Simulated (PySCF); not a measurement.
## Vertical excitation energies

Compound: Si(OH)2Me2, C₂H₈O₂Si.
Z-matrix (Å and degrees, PBE0-D3(BJ)/def2-SVP geometry), rows numbered from 1:
```
Si
O   1  1.6723
H   2  0.9617  1  115.21
O   1  1.6708  2  110.61  3    62.41
H   4  0.9613  1  115.64  2    64.76
C   1  1.8624  2  111.79  3   -53.69
H   6  1.1015  1  111.10  2    66.18
H   6  1.1006  1  111.23  2   -54.43
H   6  1.1010  1  110.69  2  -174.66
C   1  1.8624  2  104.82  3  -177.13
H  10  1.1011  1  110.80  2    65.15
H  10  1.1014  1  111.03  2   -54.03
H  10  1.1008  1  111.05  2  -174.58
```

Theory: PySCF 2.14.0, density-fitted response routines, TDDFT PBE0/def2-SVPD, vertical, gas phase, core orbitals frozen in the response.

| state | E (eV) | λ (nm) | f | \|μ\| (D) | main configurations (H = HOMO, L = LUMO) |
| --- | --- | --- | --- | --- | --- |
| S1 | 7.33 | 169.2 | 0.056 | 1.42 | H→L (95%) |
| S2 | 7.79 | 159.2 | 0.037 | 1.12 | H-1→L (93%) |
| S3 | 7.91 | 156.7 | 0.062 | 1.44 | H-2→L (79%), H→L+1 (16%) |
| S4 | 8.37 | 148.2 | 0.0075 | 0.49 | H→L+1 (77%), H-2→L (18%) |
| S5 | 8.49 | 146.0 | 0.033 | 1.01 | H→L+2 (91%) |
| S6 | 8.63 | 143.7 | 0.0012 | 0.19 | H-1→L+1 (83%) |
| S7 | 8.93 | 138.9 | 0.043 | 1.12 | H-2→L+1 (77%) |
| S8 | 8.96 | 138.4 | 0.015 | 0.67 | H→L+3 (92%) |
| S9 | 9.17 | 135.2 | 0.030 | 0.93 | H-1→L+2 (55%), H-3→L (37%) |
| S10 | 9.30 | 133.4 | 0.0038 | 0.33 | H-2→L+2 (84%) |

Triplets (Tamm–Dancoff): T1 7.11 eV, H→L (86%); T2 7.53 eV, H-1→L (81%), H→L (9%); T3 7.58 eV, H-2→L (65%), H→L+1 (21%); T4 8.19 eV, H→L+1 (53%), H-2→L (28%), H-1→L+1 (12%).

The lowest singlet lies at 7.33 eV (169 nm, vacuum ultraviolet) and is of moderate strength; its leading configuration is HOMO→LUMO (95%). The most intense listed level is S3 at 7.91 eV (157 nm, f = 0.062), 0.58 eV above S1. Löwdin shares by element: HOMO carbon 40%, silicon 16%, oxygen 15% or more (atoms not listed hold the other 29%); LUMO silicon 28%, oxygen 27%, hydrogen 8% or more (atoms not listed hold the other 37%). Orbital energies (eV): HOMO-3 -10.33, HOMO-2 -9.14, HOMO-1 -8.96, HOMO -8.39, LUMO 0.08, LUMO+1 1.07, LUMO+2 1.27. The listed states span 1.97 eV. Weighted by f, the mean energy of these states is 8.22 eV. All these states lie below the vertical ionisation energy of 10.39 eV (ΔSCF). Only the lowest 10 singlets were computed, as vertical energies without vibronic structure.

One conformer stands for the species.
